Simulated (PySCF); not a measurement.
Predicted microwave data (PySCF 2.14.0, PBE0-D3(BJ)/def2-SVP geometry optimisation, gas phase) for one isomer of C3H11NSi2:

| Property | Result |
| --- | --- |
| Rotational constants | A = 3721, B = 1668, C = 1234 MHz |
| Dipole components | \|μa\| = 0.26 D, \|μb\| = 0.30 D, \|μc\| = 1.06 D |
| Inertial defect | -29.41 u·Å² |
| κ | -0.65 |

Question: Which candidate fits, each taken in the one conformer that was computed?
A. `[NH2:1][Si@H:2]1[CH2:3][CH2:4][CH2:5][SiH2:6]1` with H–N1–Si2–C3 72° and -148°, N1–Si2–C3–C4 80°, Si2–C3–C4–C5 55°, C3–C4–C5–Si6 -52°, C4–C5–Si6–Si2 23°
B. `[CH3:1][C@@H:2]1[CH2:3][SiH2:4][NH:5][SiH2:6]1` with C1–C2–C3–Si4 -164°, C2–C3–Si4–N5 29°, C3–Si4–N5–Si6 -9°, Si4–N5–Si6–C2 -10°
C. `[CH2:1]=[CH:2][CH2:3][SiH2:4][SiH2:5][NH2:6]` with C1–C2–C3–Si4 106°, C2–C3–Si4–Si5 171°, C3–Si4–Si5–N6 -58°, Si4–Si5–N6–H -56° and 166°
D. `[SiH3:1][N:2]([SiH3:3])[CH:4]1[CH2:5][CH2:6]1` with Si1–N2–C4–C5 -131°
E. `[CH3:1][NH:2][CH:3]1[SiH2:4][CH2:5][SiH2:6]1` with C1–N2–C3–Si4 -173°, N2–C3–Si4–C5 144°, C3–Si4–C5–Si6 -20°, Si4–C5–Si6–C3 20°, N2–C3–Si6–C5 -144°

Answer: E. It is CNC1[SiH2]C[SiH2]1, an asymmetric top, point group C1. The candidates at the same level (rigid rotor, commonest isotopes):

```
                 SMILES  A (MHz)  B (MHz)  C (MHz)  μa (D)  μb (D)  μc (D)  Δ (u·Å²)  point group                        rotor
     N[Si@H]1CCC[SiH2]1     2948     2020     1473    0.96    0.47    0.41    -78.47           C1               asymmetric top
      C=CC[SiH2][SiH2]N     5517    880.8    825.0    1.17    1.11    0.52    -52.80           C1  near-prolate asymmetric top
     CNC1[SiH2]C[SiH2]1     3721     1668     1234    0.26    0.30    1.06    -29.41           C1               asymmetric top
C[C@@H]1C[SiH2]N[SiH2]1     3405     1981     1342    0.04    0.03    0.06    -26.97           C1               asymmetric top
   [SiH3]N([SiH3])C1CC1     2561     2049     1227    0.88    0.00    0.18    -32.19           Cs               asymmetric top
```

`C[C@@H]1C[SiH2]N[SiH2]1` has B 19 % too high; `[SiH3]N([SiH3])C1CC1` has A 31 % too low; `N[Si@H]1CCC[SiH2]1` has B 21 % too high; `C=CC[SiH2][SiH2]N` has A 48 % too high. No structure here is proved a minimum.
